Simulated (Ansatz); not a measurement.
`S[SiH](S)Cl` and `CO[SiH](S)Cl` differ in one atom or group.

Ansatz, PBE0-D4/def2-TZVP geometries, multiplicity 1. Each molecule was computed in one conformer, which needn't be the lowest.

| property | `S[SiH](S)Cl` |
| --- | --- |
| LUMO energy (ωB97M-V/def2-TZVPP) / eV | 1.55 |
| LUMO energy (PBE0/def2-TZVPP) / eV | -0.38 |
| size of the dipole moment (PBE/def2-TZVPP) / D | 1.08 |
| HOMO–LUMO gap (ωB97M-V/def2-TZVPP) / eV | 11.65 |
| LUMO energy (PBE/def2-TZVPP) / eV | -1.31 |
| HOMO–LUMO gap (B3LYP/def2-TZVPP) / eV | 7.01 |

Question: What does the change do to each property? (Best estimate.)

Answer: Ansatz gave: 
| property | `CO[SiH](S)Cl` | shift |
| --- | --- | --- |
| LUMO energy (ωB97M-V/def2-TZVPP) / eV | 2.05 | 0.50 |
| LUMO energy (PBE0/def2-TZVPP) / eV | 0.12 | 0.50 |
| size of the dipole moment (PBE/def2-TZVPP) / D | 1.87 | 0.79 |
| HOMO–LUMO gap (ωB97M-V/def2-TZVPP) / eV | 12.11 | 0.46 |
| LUMO energy (PBE/def2-TZVPP) / eV | -0.85 | 0.46 |
| HOMO–LUMO gap (B3LYP/def2-TZVPP) / eV | 7.45 | 0.44 |

With PBE0 the HOMO rises by 0.06 eV and the LUMO rises by 0.50 eV, so the gap widens by about 0.44 eV. PBE moves the HOMO by 0.08 eV and ωB97M-V by 0.04 eV. The zero-point energy changes by 86.6 kJ/mol with +9 modes. Dipoles are sizes alone; their direction can turn.

B3LYP here is the variant with VWN-RPA as its local correlation; programs differ in this.
